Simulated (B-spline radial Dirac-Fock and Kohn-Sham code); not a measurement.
# Electron momentum distribution of Tb³⁺: Compton profiles

System: terbium as Tb³⁺ in the configuration 1s2 2s2 2p6 3s2 3p6 3d10 4s2 4p6 4d10 4f7 5s2 5p6 6s1 (not the ground configuration).

Calculated with a radial atomic solver, using the impulse approximation on Dirac-Fock densities. pz is in atomic units of momentum; subshell profiles are per electron, for a selection of subshells; open shells are spread over both j values by their weights.

| pz | J total | J 4f7/2 | J 5p1/2 | J 5p3/2 | J 6s1/2 |
| --- | --- | --- | --- | --- | --- |
| 0 | 8.398 | 0.105 | 0.335 | 0.354 | 1.16 |
| 0.1 | 8.314 | 0.105 | 0.335 | 0.354 | 1.09 |
| 0.2 | 8.087 | 0.105 | 0.335 | 0.353 | 0.898 |
| 0.3 | 7.778 | 0.105 | 0.334 | 0.352 | 0.658 |
| 0.4 | 7.450 | 0.105 | 0.331 | 0.348 | 0.430 |
| 0.5 | 7.147 | 0.105 | 0.325 | 0.341 | 0.260 |
| 0.6 | 6.880 | 0.105 | 0.316 | 0.330 | 0.157 |
| 0.8 | 6.406 | 0.105 | 0.286 | 0.294 | 0.0945 |
| 1 | 5.923 | 0.105 | 0.243 | 0.243 | 0.0918 |
| 1.2 | 5.421 | 0.104 | 0.193 | 0.186 | 0.0766 |
| 1.4 | 4.953 | 0.104 | 0.144 | 0.133 | 0.0508 |
| 1.6 | 4.560 | 0.102 | 0.101 | 0.0897 | 0.0286 |
| 1.8 | 4.250 | 0.101 | 0.0673 | 0.0577 | 0.0152 |
| 2 | 4.008 | 0.0985 | 0.0440 | 0.0368 | 0.00903 |
| 2.5 | 3.563 | 0.0905 | 0.0180 | 0.0166 | 0.00656 |
| 3 | 3.170 | 0.0800 | 0.0141 | 0.0146 | 0.00589 |
| 4 | 2.382 | 0.0575 | 0.0123 | 0.0116 | 0.00225 |
| 5 | 1.750 | 0.0386 | 0.00653 | 0.00542 | 0.000716 |
| 7 | 1.070 | 0.0159 | 0.00131 | 0.00120 | 0.000521 |
| 10 | 0.6461 | 0.00399 | 0.000984 | 0.000939 | 0.000145 |
| 15 | 0.3124 | 0.000441 | 0.000214 | 0.000162 | 4.63e-05 |
| 20 | 0.1671 | 6.19e-05 | 6.06e-05 | 6.41e-05 | 2.73e-05 |
| 30 | 0.06051 | 2.37e-06 | 4.58e-05 | 4.31e-05 | 2.63e-06 |
| 40 | 0.02722 | < 1e-6 | 1.98e-05 | 1.59e-05 | 1.40e-06 |
| 60 | 0.008125 | < 1e-6 | 3.13e-06 | 1.99e-06 | < 1e-6 |
| 100 | 0.001401 | < 1e-6 | < 1e-6 | < 1e-6 | < 1e-6 |

J(0) = 8.398. The 5p3/2 subshell gives the largest part, 17 %.

Mean momentum ⟨p⟩ by subshell (a.u.): 1s1/2 64.0, 2s1/2 22.8, 2p1/2 30.3, 2p3/2 27.7, 3s1/2 11.4, 3p1/2 13.7, 3p3/2 12.9, 3d3/2 15.5, 3d5/2 15.2, 4s1/2 5.79, 4p1/2 6.46, 4p3/2 6.14, 4d3/2 6.62, 4d5/2 6.50, 4f5/2 6.08, 4f7/2 6.02, 5s1/2 2.32, 5p1/2 2.44, 5p3/2 2.29, 6s1/2 0.960.
